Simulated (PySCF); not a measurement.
The vertical singlet excitations below were computed for one of the candidates. The calculation used PySCF, TDDFT CAM-B3LYP/def2-SVPD, vertical, gas phase, core orbitals frozen in the response. Geometries: GFN2-xTB, one conformer each.

```csv
state,λ (nm),f
S1,258.4,0.0028
S2,189.5,0.097
S3,183.2,0.046
S4,181.5,0.021
S5,175.4,0.156
S6,172.7,0.054
S7,168.3,0.169
S8,163.4,0.042
```

Triplets computed (Tamm–Dancoff): 4.07, 4.29, 4.86 eV.

**Question.** Which structure fits? All have the formula C7H11N.
A. `C=NC1=CCCCC1`
B. `C=C1CC[C@H]1/C=N\C`
C. `C1CCC([N+]#[C-])CC1`

**Answer.** B. Its S1 lies at 4.80 eV; the nearest of the others has S1 at 4.31 eV. S1 is HOMO→LUMO (56%), HOMO→LUMO+1 (20%). Löwdin shares by element: HOMO nitrogen 46%, carbon 28% or more (atoms not listed hold the other 26%); LUMO carbon 34% or more, nitrogen 14% (atoms not listed hold the other 52%). At the same level the other candidates give, for their lowest levels:
- `C=NC1=CCCCC1`: 288 nm (f 0.054); 218 nm (f 0.121); 195 nm (f 0.003); 185 nm (f 0.110); 174 nm (f 0.029); T1 3.26 eV; HOMO -7.66, LUMO 0.27 eV
- `[C-]#[N+]C1CCCCC1`: 155 nm (f 0.001); 152 nm (f 0.066); 150 nm (f 0.061); 150 nm (f 0.001); 150 nm (f 0.007); T1 5.94 eV; HOMO -9.95, LUMO 1.17 eV

Conformer computed: `[CH2:1]=[C:2]1[CH2:3][CH2:4][C@H:5]1/[CH:6]=[N:7]\[CH3:8]`: C4–C5–C6–N7 -81°.
